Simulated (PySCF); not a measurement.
These are B3LYP-D3(BJ)/def2-TZVP // B3LYP-D3(BJ)/def2-SVP run with PySCF 2.14.0 values and carry that method's errors. All species are isolated molecules in the gas phase. One relaxed conformer stands for a flexible species; it need not be the lowest. B3LYP has the VWN-RPA correlation part, as in Gaussian. Excitations are Tamm–Dancoff values on a coarser integration grid. The basis has no diffuse functions, so Rydberg states are missing or too high.

Reference species (SMILES): `O=CC1=C[Si@@H](C(F)(F)F)C=C1` (O–C–C–C torsion 180°) (neutral, multiplicity 1).

```json
{
 "S1 oscillator strength": "0.001",
 "S1 excitation (TDA)": "3.26 eV",
 "HOMO": "-7.48 eV",
 "S1–T1 gap (TDA)": "0.83 eV"
}
```

Changed species: `O=CC1=C[SiH2]C(C(F)(F)F)=C1` (O–C–C–C torsion 180°).

### Question
What does the change do to the S1 oscillator strength, S1 excitation (TDA), HOMO and S1–T1 gap (TDA)?

### Answer
the S1 oscillator strength stays essentially unchanged; the S1 excitation (TDA) rises by 0.04 eV, to 3.30 eV; the HOMO decreases by 0.18 eV, to -7.66 eV; the S1–T1 gap (TDA) drops by 0.07 eV, to 0.76 eV.
